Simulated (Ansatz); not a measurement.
`OC[SiH](F)S` + H–F → `OC[SiH](F)F` + H₂S  (ligand exchange at the Si–S bond)

Gas-phase electronic energies from Ansatz, PBE0-D4/def2-TZVP geometries. CCSD(T)/CBS is the MP2 limit (def2-TZVPP, def2-QZVPP) plus CCSD(T) − MP2 in def2-TZVPP, frozen cores. This one scheme is used for every species. Functionals use def2-TZVPP. B3LYP here is the variant with VWN-RPA as its local correlation; programs differ in this. One conformer a species, not always the lowest.

`OC[SiH](F)S`:

Z-matrix (Å, degrees):
```
C
Si 1 1.880
O 1 1.425 2 110.3
H 1 1.098 2 111.3 3 124.5
H 1 1.093 2 109.9 3 -117.4
S 2 2.114 1 109.2 3 55.3
F 2 1.607 1 105.1 3 -64.1
H 2 1.481 1 115.4 3 177.9
H 3 0.961 1 108.3 2 66.8
H 6 1.348 2 91.2 1 -31.5
```

H–F:

Z-matrix (Å, degrees):
```
F
H 1 0.920
```

`OC[SiH](F)F`:

Z-matrix (Å, degrees):
```
C
Si 1 1.867
O 1 1.419 2 112.4
H 1 1.094 2 109.6 3 -118.6
H 1 1.101 2 109.8 3 125.3
F 2 1.594 1 106.5 3 -48.2
F 2 1.586 1 111.2 3 67.8
H 2 1.478 1 115.2 3 -168.7
H 3 0.961 1 108.8 2 54.8
```

H₂S:

Cartesian coordinates in Å:
```
S -0.263 -0.211 0.520
H -0.561 -0.321 -0.783
H 0.824 0.532 0.264
```

```csv
level,ΔE (kcal/mol),difference from CCSD(T)/CBS
PBE-D4,-16.0,2.9
ωB97X-V,-19.8,-0.9
ωB97M-V,-19.7,-0.8
B2PLYP,-21.2,-2.3
PBE,-17.3,1.6
PBE0,-18.0,0.9
B3LYP,-22.2,-3.3
HF/def2-TZVPP,-26.1,-7.2
MP2/def2-TZVPP,-18.5,0.4
CCSD/def2-TZVPP,-21.0,-2.1
HF/def2-QZVPP,-26.7,-7.8
MP2/def2-QZVPP,-18.2,0.7
SCS-MP2/def2-QZVPP,-20.3,-1.4
HF/CBS(def2),-26.8,-7.9
MP2/CBS(def2),-17.6,1.3
CCSD/CBS(def2),-20.1,-1.2
CCSD(T)/CBS,-18.9,0
```

Largest T1 diagnostic among the species: 0.012.

The D4 term adds +2.2 kcal/mol with B3LYP and +1.2 kcal/mol with PBE0; it sums over pairs of atoms, weighted by their polarisabilities, and B3LYP, whose exchange is more repulsive, gets the larger term. In def2-TZVPP, CCSD(T) changes the Hartree–Fock value by +6.2 kcal/mol (the triples alone add +1.2 kcal/mol) and MP2 by +7.6 kcal/mol.
